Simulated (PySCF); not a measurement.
Simulated Si 2p region for `N[SiH2][O][GeH3]`, binding energy against the vacuum level.

Every computed line was given a Gaussian of 0.8 eV full width at half maximum and an area set by the number of equivalent atoms (split 2:1 within a doublet); the highest printed point is 100. Computed with delta-SCF UKS SCAN, pcX-2 on the ionised atom, pcseg-1 elsewhere, spin-free X2C (PySCF).

(binding energy (eV), intensity): (106.1, 0), (106.2, 1), (106.3, 3), (106.4, 6), (106.5, 11), (106.6, 19), (106.7, 30), (106.8, 45), (106.9, 62), (107.0, 78), (107.1, 91), (107.2, 98), (107.3, 100), (107.4, 97), (107.5, 90), (107.6, 82), (107.7, 73), (107.8, 64), (107.9, 55), (108.0, 45), (108.1, 36), (108.2, 26), (108.3, 18), (108.4, 11), (108.5, 6), (108.6, 3), (108.7, 2), (108.8, 1), (108.9, 0), (109.0, 0)

Count the maxima, the lines and the sites behind this envelope.

The curve has 1 maximum (at 107.3 eV). Under it lie 2 lines from 1 inequivalent silicon site, drawn as a 2p3/2, 2p1/2 pair. At this width some lines have no maximum of their own.

Decompose the envelope and assign each component. Numbering: `[NH2:1][SiH2:2][O:3][GeH3:4]`.

```
position (eV)  relative area      line  atoms           environment
       107.20           0.67  Si 2p3/2    Si2  oxygen-bound silicon
       107.83           0.33  Si 2p1/2    Si2  oxygen-bound silicon
```

What are the centre and the root-mean-square width of the whole band?

The area-weighted mean of the lines is 107.41 eV. Their own spread about it is 0.29 eV (rms) and each Gaussian has σ = 0.8/2.355 = 0.34 eV; the variances add, which gives 0.45 eV.

Shake-up satellites, vibrational structure and lifetime widths aren't simulated. Spin–orbit and ligand-field terms were added within each 2p shell after the spin-free SCF. 2p1/2 minus 2p3/2 (ligand field included): Si 0.62 eV. Isolated species at its PBE0-D3(BJ)/def2-SVP geometry (one conformer only).

The run took 20 s on one thread of an Arm Neoverse V1, shared host, and the process peaked at 0.51 GiB of memory.

Conformer computed: `[NH2:1][SiH2:2][O:3][GeH3:4]`: N1–Si2–O3–Ge4 -19°, H–N1–Si2–O3 -83°, H–N1–Si2–O3 96°.
